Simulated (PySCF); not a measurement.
Consider trifluoroacetic acid, `O=C(O)C(F)(F)F` (C2HF3O2). Coordinates in Å; atoms count from 1 in this order:
```
O     0.6434    1.1235   -1.1757
C     0.4312    0.1965   -0.4544
O     1.1739   -0.8956   -0.3407
C    -0.7727    0.1198    0.5018
F    -1.5531    1.1702    0.3359
F    -1.4781   -0.9830    0.2718
F    -0.3488    0.0929    1.7625
H     1.9227   -0.8061   -0.9514
```

Energies: ωB97X-D3(BJ)/def2-TZVP (PySCF, density fitting, integration grid level 2) on PBE0-D3(BJ)/def2-SVP structures. ωB97X-D3(BJ) is ωB97X-V with D3(BJ) in place of VV10. Zero-point and thermal terms (298.15 K, 1 bar) come from unscaled PBE0-D3(BJ)/def2-SVP harmonic frequencies, with soft modes damped to free rotors in the entropy.

(1) Rank these of its sites by proton affinity, highest first.
A. O1 (carboxyl C=O oxygen)
B. O3 (acid OH oxygen)

(2) For O3 (acid OH oxygen), what are ΔE (electronic) and ΔG(298 K) of removing the proton again?

Results:

(1) A (717 kJ/mol), B (623 kJ/mol).

(2) ΔE = 644 and ΔG = 595 kJ/mol, beside ΔH = 623 kJ/mol. The protonated species is `O=C([OH2+])C(F)(F)F`.
